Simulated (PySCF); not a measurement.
C3H4O3, charge -1, multiplicity 2. Atoms are numbered in the order given.

```xyz
10

O      2.0756    -0.1199    -0.0166
C      0.8769    -0.1229    -0.3138
O     -0.0158    -1.0969     0.3549
C     -1.3168    -0.7014     0.0388
C     -1.2553     0.8479     0.0043
O      0.1041     1.1535    -0.1284
H     -2.0154    -1.0862     0.7991
H     -1.6234    -1.0931    -0.9544
H     -1.8506     1.2535    -0.8393
H     -1.6506     1.2913     0.9389
```
Charge -1, spin multiplicity 2.

The structure is a stationary point at B3LYP-D3(BJ)/def2-SVPD. The multiplicity is an assumed one; no other spin state was optimised. Other conformers were not sampled.

These are PySCF with r2SCAN/def2-SVPD values and carry that method's errors.

Mulliken values depend strongly on the basis, most of all with diffuse functions as here. Atomic charges (e):

```
atom  meta-Löwdin  Mulliken  Mulliken spin
----  -----------  --------  -------------
O1          -0.60     -0.37          -0.18
C2           0.29     -0.12           1.61
O3          -0.44     -0.56          -0.22
C4           0.00      0.53          -0.02
C5           0.00      0.56          -0.02
O6          -0.46     -0.57          -0.18
H7           0.07     -0.21           0.01
H8           0.04     -0.02          -0.01
H9           0.05     -0.12           0.01
H10          0.06     -0.12           0.00
```
